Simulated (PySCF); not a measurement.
**Telling isomers of C₅H₄F₃N apart by NMR**

- geometry from GFN2-xTB
- PBE0/pcSseg-1 with gauge-including orbitals
- run in PySCF 2.14.0 with density-fitted response routines
- non-relativistic Hamiltonian, no solvent model, equivalent nuclei averaged, one computed conformer

Scale: $^{1}$H (σref 31.72) and $^{13}$C (σref 186.93) vs TMS (reference shieldings calculated alike). Splittings of carbon signals by F and P are missing where no couplings were computed. Where no couplings were computed, multiplicities follow the n + 1 count of equivalent neighbours, and m marks all less simple cases (inequivalent or close neighbours, rings, F or P nearby). Shifts are as computed. Against solution values, carbons near 30 ppm lie about +3 ppm off and those near 130 ppm about +5 ppm. Of 1313 compounds with measured shifts, 239 miss one by over three times the rms of a fit or turn the order of signals round; such compounds aren't used in these exercises. OH and NH positions are gas-phase values without hydrogen bonding to other molecules.

(1) Tabulate the signals of `FC(F)(F)c1cc[nH]c1`, `C/N=C/C#CC(F)(F)F` and their relative energies.

(2) What is the quickest way to tell FC(F)(F)c1cc[nH]c1 from C/N=C/C#CC(F)(F)F?

Answers

(1) 
| SMILES | carbon types | δC | δH | E rel. (kcal/mol) |
| --- | --- | --- | --- | --- |
| FC(F)(F)c1cc[nH]c1 | 2×C 3×CH | 133.4, 123.2, 121.2, 120.7, 113.8 | 7.91 (br s, 1H), 7.11 (m, 1H), 6.80 (m, 1H), 6.73 (m, 1H) | 0.0 |
| C/N=C/C#CC(F)(F)F | 3×C 1×CH 1×CH3 | 144.9, 124.3, 90.9, 82.7, 53.1 | 7.76 (s, 1H), 4.01 (s, 3H) | 66.6 |

Energies are electronic energies at PBE0/pcSseg-1 on these geometries, without zero-point or thermal terms, each for the one conformer computed, which needn't be the lowest.

(2) Both give the same number of carbon signals, but DEPT or the intensities differ. The first has an aromatic CH at 113.8 ppm, the second a methyl carbon bonded to N (CH3) at 53.1 ppm. Their most deshielded carbons lie at 133.4 and 144.9 ppm. In the proton spectra the most deshielded non-exchanging signals are 7.11 (m, 1H) and 7.76 (s, 1H).
